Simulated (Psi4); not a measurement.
C6H11O, doublet, geometry from GFN2-xTB; MP2/STO-3G run with Psi4.

Here is a job for Psi4.
```
memory 2 GB

molecule mol {
0 2
  C    -0.975113    1.580979   -0.942033
  C    -0.962320    0.535226    0.110855
  C    -1.972279   -0.547389    0.090582
  C     0.153447    0.422744    1.075148
  C     1.003495   -0.561588    0.275716
  C     2.073049    0.068607   -0.578981
  O     0.775138   -1.754800    0.283907
  H    -1.969070    2.028752   -1.007776
  H    -0.256626    2.370870   -0.733048
  H    -0.757602    1.163877   -1.931766
  H    -2.621787   -0.472754   -0.777751
  H    -2.589349   -0.529728    0.993329
  H    -1.467994   -1.520467    0.079468
  H    -0.161809   -0.033175    2.013891
  H     0.674219    1.361812    1.249294
  H     1.659564    0.858654   -1.199860
  H     2.533238   -0.687463   -1.210241
  H     2.834436    0.506553    0.065476
}

set basis sto-3g
set reference uhf

energy('mp2')
print_variables()
```

Q: What does Psi4 print? Leave out banner, timings and long lists.

A: 
```
    SCF Algorithm Type (re)set to DF.

   => Loading Basis Set <=

    Name: STO-3G
    Role: ORBITAL
    Keyword: BASIS

         ---------------------------------------------------------
                                   SCF
               by Justin Turney, Rob Parrish, Andy Simmonett
                          and Daniel G. A. Smith
                              UHF Reference
         ---------------------------------------------------------

  ==> Geometry <==

    Molecular point group: c1
    Full point group: C1

    Geometry (in Angstrom), charge = 0, multiplicity = 2:

       Center              X                  Y                   Z               Mass
    ------------   -----------------  -----------------  -----------------  -----------------
         C           -0.996330221457     1.631427676159    -0.966642025369    12.000000000000
         C           -0.983537221457     0.585674676159     0.086245974631    12.000000000000
         C           -1.993496221457    -0.496940323841     0.065972974631    12.000000000000
         C            0.132229778543     0.473192676159     1.050538974631    12.000000000000
         C            0.982277778543    -0.511139323841     0.251106974631    12.000000000000
         C            2.051831778543     0.119055676159    -0.603590025369    12.000000000000
         O            0.753920778543    -1.704351323841     0.259297974631    15.994914619570
         H           -1.990287221457     2.079200676159    -1.032385025369     1.007825032230
         H           -0.277843221457     2.421318676159    -0.757657025369     1.007825032230
         H           -0.778819221457     1.214325676159    -1.956375025369     1.007825032230
         H           -2.643004221457    -0.422305323841    -0.802360025369     1.007825032230
         H           -2.610566221457    -0.479279323841     0.968719974631     1.007825032230
         H           -1.489211221457    -1.470018323841     0.054858974631     1.007825032230
         H           -0.183026221457     0.017273676159     1.989281974631     1.007825032230
         H            0.653001778543     1.412260676159     1.224684974631     1.007825032230
         H            1.638346778543     0.909102676159    -1.224469025369     1.007825032230
         H            2.512020778543    -0.637014323841    -1.234850025369     1.007825032230
         H            2.813218778543     0.557001676159     0.040866974631     1.007825032230

  Running in c1 symmetry.

  Rotational constants: A =      0.12055  B =      0.07265  C =      0.05588 [cm^-1]
  Rotational constants: A =   3614.04129  B =   2177.93062  C =   1675.28804 [MHz]
  Nuclear repulsion =  311.255805450939249

  Charge       = 0
  Multiplicity = 2
  Electrons    = 55
  Nalpha       = 28
  Nbeta        = 27

  ==> Algorithm <==

  SCF Algorithm Type is DF.
  DIIS enabled.
  MOM disabled.
  Fractional occupation disabled.
  Guess Type is SAD.
  Energy threshold   = 1.00e-08
  Density threshold  = 1.00e-08
  Integral threshold = 1.00e-12

  ==> Primary Basis <==

  Basis Set: STO-3G
    Blend: STO-3G
    Number of shells: 32
    Number of basis functions: 46
    Number of Cartesian functions: 46
    Spherical Harmonics?: true
    Max angular momentum: 1

   => Loading Basis Set <=

    Name: (STO-3G AUX)
    Role: JKFIT
    Keyword: DF_BASIS_SCF

  ==> Integral Setup <==

  SCF_SUBTYPE=INCORE selected. In-core MEM_DF algorithm will be used.
  Using in-core AOs.

  ==> MemDFJK: Density-Fitted J/K Matrices <==

    J tasked:                   Yes
    K tasked:                   Yes
    wK tasked:                   No
    Algorithm:                 Core
    Schwarz Cutoff:           1E-12
    Mask sparsity (%):       1.4178
    Fitting Condition:        1E-10

   => Auxiliary Basis Set <=

  Basis Set: (STO-3G AUX)
    Blend: DEF2-UNIVERSAL-JKFIT
    Number of shells: 241
    Number of basis functions: 725
    Number of Cartesian functions: 847
    Spherical Harmonics?: true
    Max angular momentum: 4

  Minimum eigenvalue in the overlap matrix is 2.0260008696E-01.
  Reciprocal condition number of the overlap matrix is 7.8957552657E-02.
    Using symmetric orthogonalization.

  ==> Pre-Iterations <==

  SCF Guess: Superposition of Atomic Densities via on-the-fly atomic UHF (no occupation information).

   -------------------------
    Irrep   Nso     Nmo
   -------------------------
     A         46      46
   -------------------------
    Total      46      46
   -------------------------

  ==> Iterations <==

                           Total Energy        Delta E     RMS |[F,P]|

   @DF-UHF iter SAD:  -299.07750566244869   -2.99078e+02   0.00000e+00
   @DF-UHF iter   1:  -304.43687461812306   -5.35937e+00   9.96238e-03 DIIS/ADIIS
   @DF-UHF iter   2:  -304.54546858235364   -1.08594e-01   7.99714e-03 DIIS/ADIIS
   @DF-UHF iter   3:  -304.61869503657590   -7.32265e-02   1.26197e-03 DIIS/ADIIS
   @DF-UHF iter   4:  -304.62615678392609   -7.46175e-03   4.20773e-04 DIIS/ADIIS
   @DF-UHF iter   5:  -304.62689144788379   -7.34664e-04   2.12428e-04 DIIS/ADIIS
   @DF-UHF iter   6:  -304.62712933572357   -2.37888e-04   1.41485e-04 DIIS/ADIIS
   @DF-UHF iter   7:  -304.62731281788945   -1.83482e-04   1.36071e-04 DIIS/ADIIS
   @DF-UHF iter   8:  -304.62728153558822    3.12823e-05   1.34458e-04 DIIS/ADIIS
   @DF-UHF iter   9:  -304.62673493714817    5.46598e-04   9.37772e-05 DIIS
   @DF-UHF iter  10:  -304.62649546714783    2.39470e-04   5.20821e-05 DIIS
   @DF-UHF iter  11:  -304.62646878097235    2.66862e-05   2.84174e-05 DIIS
   @DF-UHF iter  12:  -304.62647202566507   -3.24469e-06   1.61460e-05 DIIS
   @DF-UHF iter  13:  -304.62647532240828   -3.29674e-06   8.31417e-06 DIIS
   @DF-UHF iter  14:  -304.62647614016964   -8.17761e-07   3.44652e-06 DIIS
   @DF-UHF iter  15:  -304.62647622233567   -8.21660e-08   1.02483e-06 DIIS
   @DF-UHF iter  16:  -304.62647622804610   -5.71043e-09   4.34219e-07 DIIS
   @DF-UHF iter  17:  -304.62647622894218   -8.96080e-10   1.65595e-07 DIIS
   @DF-UHF iter  18:  -304.62647622915063   -2.08445e-10   8.55415e-08 DIIS
   @DF-UHF iter  19:  -304.62647622921111   -6.04814e-11   2.28095e-08 DIIS
   @DF-UHF iter  20:  -304.62647622921395   -2.84217e-12   8.17053e-09 DIIS
  Energy and wave function converged.

  ==> Post-Iterations <==

   @Spin Contamination Metric:   3.535631180E-02
   @S^2 Expected:                7.500000000E-01
   @S^2 Observed:                7.853563118E-01
   @S   Expected:                5.000000000E-01
   @S   Observed:                5.000000000E-01

    Orbital Energies [Eh]
    ---------------------

    Alpha Occupied:

[...]
      28A     -0.247267

    Alpha Virtual:

[...]
    Beta Occupied:

[...]
    Beta Virtual:

[...]
      46A      1.031310

    Final Occupation by Irrep:
              A
    DOCC [    27 ]
    SOCC [     1 ]
    NA   [    28 ]
    NB   [    27 ]

  @DF-UHF Final Energy:  -304.62647622921395

   => Energetics <=

    Nuclear Repulsion Energy =            311.2558054509392491
    One-Electron Energy =               -1032.3289494867860867
    Two-Electron Energy =                 416.4466678066328313
    Total Energy =                       -304.6264762292139494

  UHF NO Occupations:
  HONO-2 :   26  A 1.9962077
  HONO-1 :   27  A 1.9905293
  HONO-0 :   28  A 1.0000000
  LUNO+0 :   29  A 0.0094707
  LUNO+1 :   30  A 0.0037923
  LUNO+2 :   31  A 0.0013886
  LUNO+3 :   32  A 0.0012785

Computation Completed

Properties will be evaluated at   0.000000,   0.000000,   0.000000 [a0]

Properties computed using the SCF density matrix

 Multipole Moments:

 ------------------------------------------------------------------------------------
     Multipole            Electronic (a.u.)      Nuclear  (a.u.)        Total (a.u.)
 ------------------------------------------------------------------------------------

 L = 1.  Multiply by 2.5417464519 to convert [e a0] to [Debye]
 Dipole X            :          2.3151846           -2.2052144            0.1099702
 Dipole Y            :         -4.5159854            5.2433894            0.7274040
 Dipole Z            :          2.4966797           -2.5577488           -0.0610692
 Magnitude           :                                                    0.7382002

 ------------------------------------------------------------------------------------

  //>>>>>>>>>>>>>>>>>>>>>>>>>>>>>>>>>>>//
  //               DFMP2               //
  //<<<<<<<<<<<<<<<<<<<<<<<<<<<<<<<<<<<//

   => Loading Basis Set <=

    Name: (STO-3G AUX)
    Role: RIFIT
    Keyword: DF_BASIS_MP2

	 --------------------------------------------------------
	                          DF-MP2
	      2nd-Order Density-Fitted Moller-Plesset Theory

	        Rob Parrish, Justin Turney, Andy Simmonett,
	           Ed Hohenstein, and C. David Sherrill
	 --------------------------------------------------------

	 --------------------------------------------------------
	                 NBF =    46, NAUX =   490
	 --------------------------------------------------------
	   CLASS    FOCC     OCC    AOCC    AVIR     VIR    FVIR
	   ALPHA       0      28      28      18      18       0
	    BETA       0      27      27      19      19       0
	 --------------------------------------------------------

	-----------------------------------------------------------
	 ==================> DF-MP2 Energies <====================
	-----------------------------------------------------------
	 Reference Energy          =    -304.6264762292139494 [Eh]
	 Singles Energy            =      -0.0000000000000000 [Eh]
	 Same-Spin Energy          =      -0.0508561883139202 [Eh]
	 Opposite-Spin Energy      =      -0.3023722207095212 [Eh]
	 Correlation Energy        =      -0.3532284090234414 [Eh]
	 Total Energy              =    -304.9797046382373651 [Eh]
	-----------------------------------------------------------
	 ================> DF-SCS-MP2 Energies <==================
	-----------------------------------------------------------
	 SCS Same-Spin Scale       =       0.3333333333333333 [-]
	 SCS Opposite-Spin Scale   =       1.2000000000000000 [-]
	 SCS Same-Spin Energy      =      -0.0169520627713067 [Eh]
	 SCS Opposite-Spin Energy  =      -0.3628466648514254 [Eh]
	 SCS Correlation Energy    =      -0.3797987276227321 [Eh]
	 SCS Total Energy          =    -305.0062749568367053 [Eh]
	-----------------------------------------------------------

  Variable Map:
  ----------------------------------------------------------------------------
[...]
  Array Variable Map:
  ----------------------------------------------------------------------------
[...]
[...]
```
